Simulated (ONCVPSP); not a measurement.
## What the settings do to the ONCV potential of Sn (Z = 50)

Base potential:

ONCVPSP 4.0.1 input, shortened (lines: element, Z, core and valence counts, functional; n l f; lmax; l rc ep ncon nbas qcut; lloc lpopt rc5 dvloc0; l nproj debl; icmod fcfact rcfact), PBE, fully relativistic:

```
  Sn 50.00    6    5        4      upf
    1    0    2.00
    2    0    2.00
    2    1    6.00
    3    0    2.00
    3    1    6.00
    3    2   10.00
    4    0    2.00
    4    1    6.00
    4    2   10.00
    5    0    2.00
    5    1    2.00
    2
    0    1.55    0.00    4    7    9.00
    1    1.15    0.00    5    9   14.10
    2    1.35    0.00    5    9   12.90
    4    5    1.05   -1.00
    0    2    0.80
    1    3    0.50
    2    2    3.80
    3    1.75    1.10
```

Open shells are filled in proportion to 2j + 1.

Cutoffs, loose and tight: the cutoffs (Ha) at which the residual kinetic energy of the hardest occupied pseudo-wave falls to 1 and 0.1 mHa per electron. They do not see the model core or the augmentation charge, which bear on the density cutoff. Test errors are all-electron minus pseudo excitation energies from the reference, over the configurations 4s2 4p6 4d10 5s2 5p1; 4s2 4p6 4d10 5s2 5p0; 4s2 4p6 4d10 5s1 5p0; 4s2 4p6 4d10 5s0 5p4. A dash means not determined; rows that change the core or the reference have their own tests.

A true bound ghost makes a file unfit for plane-wave use even where its test errors are small: the radial tests pick states by their node count and pass the ghost by.

| change | outcome | cutoff, loose | cutoff, tight | bound ghosts | GHOST(+) flags above zero | largest test error (meV) |
| --- | --- | --- | --- | --- | --- | --- |
| base | generated | 70 Ha | 81 Ha | none | s | -6.6 |
| d: rc 0.94; local potential polynomial inside 0.94 bohr (lpopt 5, dvloc0 -1 Ha) | generated | 70 Ha | 81 Ha | none | s | -6.5 |
| d: rc 1.08 | generated | 70 Ha | 81 Ha | none | s | -6.6 |
| d: rc 1.32 | generated | 70 Ha | 81 Ha | none | s | -6.6 |
| d: rc 1.4 | generated | 70 Ha | 81 Ha | none | s | -6.6 |
| d: rc 1.66 | generated | 70 Ha | 81 Ha | none | s | -6.8 |
| d: rc 1.78 | generated | 70 Ha | 81 Ha | none | s | -7.0 |
| d: rc 1.92 | generated, misses its reference levels by 0.54 eV | 70 Ha | 81 Ha | d5/2 | s | 4 of 4 tests not solved or not reliable |

Reading the sweep of the d radius (base included, trends over the rows without a ghost): The loose cutoff stays near 70 Ha. The median size of the test errors (rows with all tests solved) stays near 0.9 meV. Bound ghosts are found at 1.92 bohr.
